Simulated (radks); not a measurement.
Excited configurations of Ge I: one electron is placed in a higher orbital outside [Ar] 3d10 4s2 4p1. The ground configuration is [Ar] 3d10 4s2 4p2. All-electron calculation, Dirac Kohn-Sham, BLYP, spin-unpolarised, spherical densities, point nucleus; open shells are shared between the two j in proportion to 2j + 1. Program: a radial shooting solver on a logarithmic mesh with Libxc functionals. Excitation = E - E(ground); binding = E(ion) - E, where the ion is the core of charge +1; n* = 1/sqrt(2 binding) in atomic units, and the quantum defect is n - n*. Eigenvalue and <r> are those of j = l + 1/2.

| outer orbital | excitation (eV) | binding (eV) | n* | quantum defect | <r> (bohr) |
|---|---|---|---|---|---|
| 5p | 5.278 | 2.088 | 2.552 | 2.448 | 8.997 |
| 5d | 6.238 | 1.128 | 3.473 | 1.527 | 16.08 |
| 6s | 5.766 | 1.600 | 2.916 | 3.084 | 13.37 |
| 6d | 6.593 | 0.773 | 4.196 | 1.804 | 25.72 |
| 7f | 6.969 | 0.397 | 5.852 | 1.148 | 62.11 |

The Delta-SCF ionisation energy is 7.366 eV (NIST Atomic Spectra Database: 7.899 eV, measured). Self-interaction in the functional shifts the binding energies and quantum defects, so they are the method's values and not measured ones. Spin polarisation and multiplet splitting are left out, so open shells lie too high by an amount that depends on their filling. Sharing an open shell by 2j + 1 raises it above the true ground level by a part of the spin-orbit splitting, which enters the differences from NIST.

Beside tabulated values, note that spin-unpolarised runs miss the spin-polarisation part of the exchange energy of open shells.
